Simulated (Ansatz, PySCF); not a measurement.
Dissociation curve of SNa (cation, charge +1), lowest singlet found (which spin is the ground state isn't settled by this scan).

- RKS-BLYP = restricted BLYP/aug-cc-pVDZ (Ansatz, a first-principles code)
- RCCSD = Ansatz with CCSD on RHF/aug-cc-pVDZ, frozen core
- RHF/LANL2DZ = restricted Hartree-Fock/LANL2DZ, with its core potentials past Ne (PySCF)
- RCCSD(T) = CCSD(T) on RHF/aug-cc-pVDZ, frozen core (Ansatz)
- RHF/aug-cc-pVDZ (Ansatz)

Energies are in kJ/mol, each relative to the lowest point of its own curve between 2.46 and 3.66 Å, where full CI is lowest.

```csv
R / Å,RKS-BLYP,RCCSD,RHF/LANL2DZ,RCCSD(T),RHF
1.96,241.1,266.4,329.2,265.4,268.3
2.12,125.3,143.5,187.8,143.7,142.3
2.27,63.1,75.6,[?],75.9,73.7
2.34,44.3,54.4,80.8,54.7,52.6
2.46,[?],29.1,47.9,29.4,27.5
2.57,10.3,14.8,[?],15.0,13.5
2.66,4.5,7.5,16.8,7.7,6.5
2.76,1.1,2.8,8.6,2.9,[?]
2.80,0.4,1.6,6.3,1.7,1.2
2.95,0.0,0.0,1.2,0.0,0.0
3.06,1.3,0.6,0.0,0.6,0.9
3.22,4.7,3.1,0.6,3.0,3.8
3.42,9.8,7.4,3.3,7.2,8.4
3.66,16.2,12.9,7.5,12.6,14.2
3.97,23.7,19.3,12.8,18.9,20.9
4.30,30.1,24.6,17.5,24.1,26.4
4.77,[?],29.9,22.3,29.3,32.0
5.38,[?],34.1,26.0,33.3,36.5
5.95,44.8,36.3,28.0,35.4,39.0
6.84,47.1,38.3,29.8,37.3,41.2
7.92,48.6,39.5,31.1,38.4,42.6
9.18,49.4,40.3,31.8,39.1,43.4
```

Task: What belongs in the gaps?

Result: 
- 2.27, RHF/LANL2DZ: 107.1
- 2.46, RKS-BLYP: 22.2
- 2.57, RHF/LANL2DZ: 27.9
- 2.76, RHF: 2.2
- 4.77, RKS-BLYP: 36.7
- 5.38, RKS-BLYP: 42.0

The restricted form behind RKS-BLYP, RHF/LANL2DZ, RHF keeps the bonding electrons paired and can't separate into open-shell fragments.
